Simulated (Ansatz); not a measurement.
Steps of a relaxation of `[SiH3]C#C[SiH2]Cl` with RKS PBE-D4/def2-SVP.

```sh
$ ansatz run in.yaml --threads 2 --pin off --events-out ev --progress --plain --max-ram 32768MiB --backend cpu
```

```yaml
crystal:
  periodic: [false, false, false]
  atoms:
    - {symbol: Si, position_ang: [-1.182100, -2.221700, 0.067700]}
    - {symbol: C, position_ang: [-0.313500, -0.551200, 0.069700]}
    - {symbol: C, position_ang: [0.249000, 0.500300, 0.057200]}
    - {symbol: Si, position_ang: [1.274500, 2.136800, 0.055000]}
    - {symbol: Cl, position_ang: [1.444500, 2.736700, -1.897300]}
    - {symbol: H, position_ang: [-2.550000, -2.012600, 0.720200]}
    - {symbol: H, position_ang: [-1.424800, -2.635500, -1.334200]}
    - {symbol: H, position_ang: [-0.414500, -3.197000, 0.773900]}
    - {symbol: H, position_ang: [2.558200, 2.007100, 0.696400]}
    - {symbol: H, position_ang: [0.441900, 3.185900, 0.794300]}
basis:
  gaussian: {orbitals: def2-SVP}
hamiltonian: {xc: pbe, dispersion: d4}
relax: {f_tol: 0.03, max_steps: 200}
```

Positions (Å) and forces (eV/Å) along the path, 4 of 4 steps:

```xyz
10
step=1 energy=-30406.0735 eV
Si   -1.182   -2.222    0.068   -1.018    1.994   -0.287
C    -0.314   -0.551    0.070   -2.460   -4.802    0.028
C     0.249    0.500    0.057    3.324    5.319    0.090
Si    1.274    2.137    0.055   -2.588   -0.783    0.188
Cl    1.444    2.737   -1.897    0.204    0.145   -0.471
H    -2.550   -2.013    0.720    0.408   -0.146   -0.096
H    -1.425   -2.635   -1.334    0.038   -0.145   -0.344
H    -0.414   -3.197    0.774    0.798   -0.962    0.723
H     2.558    2.007    0.696    0.999   -0.286    0.373
H     0.442    3.186    0.794    0.295   -0.336   -0.205
10
step=2 energy=-30406.3864 eV
Si   -1.203   -2.191    0.063   -0.200    0.696   -0.084
C    -0.313   -0.558    0.078   -0.209   -0.334   -0.020
C     0.271    0.531    0.071    0.418    0.646   -0.003
Si    1.213    2.148    0.054   -0.677   -0.593   -0.047
Cl    1.487    2.752   -1.917   -0.037    0.044    0.037
H    -2.543   -2.026    0.737    0.109   -0.021   -0.067
H    -1.397   -2.628   -1.356   -0.011   -0.026   -0.065
H    -0.401   -3.189    0.796    0.267   -0.333    0.232
H     2.547    1.929    0.660    0.252   -0.017    0.142
H     0.423    3.181    0.815    0.088   -0.061   -0.124
10
step=3 energy=-30406.4163 eV
Si   -1.199   -2.168    0.065    0.012    0.009   -0.013
C    -0.313   -0.554    0.077    0.019    0.096   -0.005
C     0.278    0.534    0.071   -0.016   -0.119   -0.002
Si    1.202    2.115    0.056   -0.034    0.019   -0.016
Cl    1.459    2.755   -1.906    0.025   -0.009   -0.024
H    -2.535   -2.010    0.732   -0.008   -0.001    0.011
H    -1.394   -2.608   -1.358    0.001   -0.004    0.002
H    -0.381   -3.187    0.804   -0.003   -0.007    0.004
H     2.547    1.905    0.681    0.002    0.018   -0.001
H     0.420    3.166    0.781    0.003   -0.001    0.045
10
step=4 energy=-30406.4170 eV
Si   -1.200   -2.167    0.064    0.005   -0.008    0.002
C    -0.313   -0.553    0.075   -0.022    0.011   -0.004
C     0.279    0.533    0.068    0.027   -0.019   -0.005
Si    1.198    2.117    0.053    0.007    0.005    0.006
Cl    1.466    2.750   -1.911   -0.005    0.002    0.007
H    -2.535   -2.009    0.733   -0.001    0.002    0.002
H    -1.394   -2.610   -1.357   -0.001   -0.001    0.002
H    -0.383   -3.188    0.805   -0.003    0.004   -0.002
H     2.545    1.914    0.678    0.001    0.003   -0.001
H     0.421    3.161    0.795   -0.007    0.002   -0.006
```

Run time 8 s (2 threads of a server CPU on a shared host); peak host memory 0.17 GiB.
